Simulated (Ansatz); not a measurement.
As2PtH8⁺, that is cis-PtH2(AsH3)2 with one electron fewer. Charge 1, multiplicity 2. Geometry PBE0-D4/def2-SVP; atoms count from 1.

```xyz
11

Pt    0.0166    0.0175    0.0042
H     1.1931    1.3511   -0.1092
H     1.1539    1.1833    0.7281
As   -0.3442   -0.7299    2.2995
H    -1.3213   -1.8599    2.4697
H    -0.8869    0.2757    3.2754
H     0.8465   -1.2573    3.0493
As   -0.1271    0.2206   -2.4238
H     1.1355    0.0090   -3.2108
H    -0.6056    1.5325   -2.9791
H    -1.0604   -0.7427   -3.1033
```

In the def2 sets Pt takes a core potential; there is no spin–orbit coupling. In the charge 1 doublet, H2 and H3 lie 0.85 Å apart (atoms count from 1), so H2 has formed as a molecule. The name describes the singlet; other states may take another shape.

(1) Estimate the Mulliken populations from the PBE0/def2-TZVP orbitals of Ansatz.

(2) Where does the spin sit?

(3) And the Mayer bond orders between heavy atoms (over 0.3)?

Results:

(1) 
```csv
atom,charge (e),spin (α − β),d electrons
Pt1,0.15,0.70,8.84
H2,0.07,0.08,–
H3,0.07,0.08,–
As4,-0.10,0.06,–
H5,0.15,0.02,–
H6,0.15,0.00,–
H7,0.15,0.00,–
As8,-0.10,0.06,–
H9,0.15,0.00,–
H10,0.15,0.00,–
H11,0.15,0.02,–
```
Mulliken values depend strongly on the basis.

(2) Summed by element: Pt 0.70, H 0.19, As 0.12, of 1 unpaired in all. Largest on single atoms: Pt1 0.70, H3 0.08, H2 0.08.

(3) Pt1–As4 0.70 (2.44 Å); Pt1–As8 0.70 (2.44 Å).
